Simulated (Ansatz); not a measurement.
System: CdH (charge 0, doublet). The spin state was set by rule; other spins were not relaxed. 
Coordinates optimised at B3LYP-D3(BJ)/def2-TZVP (Ansatz, an electronic-structure program):
```xyz
2

Cd     0.0000     0.0000    -0.0367
H      0.0000     0.0000     1.7618
```
Charge 0, spin multiplicity 2.

Basis-set convergence of Hartree-Fock and CCSD(T) correlation energies (hartree) with Ansatz. Cores are frozen in the correlated levels unless marked. UHF or UKS for open shells. No spin-orbit coupling. The frozen core is the preceding noble-gas configuration, with the filled d and f shells of earlier blocks. In def2 rows, elements after Kr have scalar-relativistic effective core potentials.

```tsv
basis	functions	E(HF)	E(corr, CCSD(T))
def2-SVP	36	-167.36676	-0.27913
def2-TZVPP	70	-167.40652	-0.43131
def2-QZVPP	118	-167.40858	-0.46866
```

Extrapolating the two largest sets (X = 3 and 4) as X^-3: E(corr) = (64·(-0.46866) - 27·(-0.43131))/37 = -0.4959 Eh, an estimate of the basis-set limit. The largest set recovers 94.5 % of it, the smallest 56.3 %.
